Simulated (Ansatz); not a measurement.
Kohn–Sham single points on `C[S][SnH]([Cl])[Cl]`.

```yaml
crystal:
  periodic: [false, false, false]
  atoms:
    - {symbol: C, position_ang: [0.913347, -1.112771, -0.769320]}
    - {symbol: S, position_ang: [0.812149, -0.810680, 1.021538]}
    - {symbol: Sn, position_ang: [-0.747323, 0.962085, 1.005700]}
    - {symbol: Cl, position_ang: [-2.667236, 0.251040, -0.090211]}
    - {symbol: Cl, position_ang: [0.070939, 2.655432, -0.356556]}
    - {symbol: H, position_ang: [1.285437, -0.234005, -1.294015]}
    - {symbol: H, position_ang: [1.623702, -1.929981, -0.892108]}
    - {symbol: H, position_ang: [-0.052780, -1.415750, -1.170300]}
    - {symbol: H, position_ang: [-1.149834, 1.588430, 2.528173]}
basis:
  gaussian: {orbitals: def2-TZVPP}
hamiltonian: {xc: {name: revPBE}, dispersion: d4}
output: {orbitals: {seedname: orbitals}}
```

```sh
$ ansatz run in.yaml --threads 4 --pin off --events-out ev --progress --plain
```

Shortened log:

```
Functional definition: revPBE
1676 factors; their error is unknown
mean field evaluation 1: about -42805.9264 eV, gradient 5.7e1 eV
mean field evaluation 2: about -42792.2781 eV, gradient 8.7e1 eV
mean field evaluation 4: about -42813.3953 eV, gradient 5.8e0 eV
mean field evaluation 8: about -42813.4842 eV, gradient 1.7e-1 eV
mean field evaluation 16: about -42813.4528 eV, gradient 1.2e-4 eV
mean field -42813.45277401 eV, -1573.3653694442 hartree, gradient 4.3e-5 eV, S^2 0.000000; 0 other end points of the search recorded, 0 dependent functions left out
reference -42813.45283301 eV, -1573.3653716126 hartree; 41, 41 occupied and 222, 222 virtual orbitals, 1676 factors
Total energy: -42814.18536900 eV, -1573.3922918137 hartree
```

Run time 3.7 s (4 threads of a server CPU on a shared host); peak host memory 0.45 GiB.

The same input with `hamiltonian: {xc: {name: wB97X-V}}` (abridged; 11 s):

```
Functional definition: wB97X-V
mean field evaluation 16: about -42813.1099 eV, gradient 4.0e-5 eV
mean field -42813.10985707 eV, -1573.3527674792 hartree, gradient 4.0e-5 eV, S^2 0.000000
Total energy: -42813.10985486 eV, -1573.3527673979 hartree
```

Changing it to `hamiltonian: {xc: {name: r2SCANh}, dispersion: d4}` (abridged; 7 s):

```
Functional definition: r2SCANh
mean field evaluation 16: about -42817.9410 eV, gradient 1.9e-4 eV
mean field -42817.94103216 eV, -1573.5303098891 hartree, gradient 7.7e-5 eV, S^2 0.000000
Total energy: -42818.02265967 eV, -1573.5333096447 hartree
```

With the line `hamiltonian: {xc: {name: wB97M-V}}` and forces (abridged; 14 s):

```
Functional definition: wB97M-V
mean field evaluation 16: about -42815.4425 eV, gradient 4.5e-5 eV
mean field -42815.44246814 eV, -1573.4384893548 hartree, gradient 4.5e-5 eV, S^2 0.000000
Total energy: -42815.44252253 eV, -1573.4384913538 hartree
Atom 0 force     0.008142    -0.026345    -0.161392 eV/Å
Atom 1 force    -0.050158     0.072605     0.138111 eV/Å
Atom 2 force    -0.002518     0.010191     0.071804 eV/Å
Atom 3 force     0.045341     0.010744     0.014700 eV/Å
Atom 4 force    -0.014420    -0.041665     0.021021 eV/Å
Atom 5 force    -0.034203    -0.076109     0.031747 eV/Å
Atom 6 force    -0.068350     0.075799    -0.012602 eV/Å
Atom 7 force     0.082267     0.027024     0.021022 eV/Å
Atom 8 force     0.033899    -0.052245    -0.124412 eV/Å
Dipole moment:     0.196554    -0.204249     0.157206 e Å
```

Changing it to `hamiltonian: {xc: {name: B2PLYP}}` (abridged; 8 s):

```
Functional definition: B2PLYP
mean field evaluation 16: about -42792.5702 eV, gradient 1.1e-4 eV
mean field -42792.57018830 eV, -1572.5979485741 hartree, gradient 4.4e-6 eV, S^2 0.000000
25 core orbitals not correlated: weight in the atoms' cores, before any rotation towards them, 0.990 or more for the frozen orbitals, at most 0.009 for the correlated occupied ones
second order -27.59578308 eV of doubles, -0.00000000 eV of singles
Total energy: -42800.02123907 eV, -1572.8717696396 hartree
```

The same input with `hamiltonian: {xc: {name: PBE-QIDH}}` (abridged; 8.5 s):

```
Functional definition: PBE-QIDH
mean field evaluation 16: about -42783.0489 eV, gradient 1.3e-4 eV
mean field -42783.04889328 eV, -1572.2480474360 hartree, gradient 3.9e-6 eV, S^2 0.000000
25 core orbitals not correlated: weight in the atoms' cores, before any rotation towards them, 0.990 or more for the frozen orbitals, at most 0.009 for the correlated occupied ones
second order -25.52490546 eV of doubles, -0.00000000 eV of singles
Total energy: -42791.55720875 eV, -1572.5607222623 hartree
```
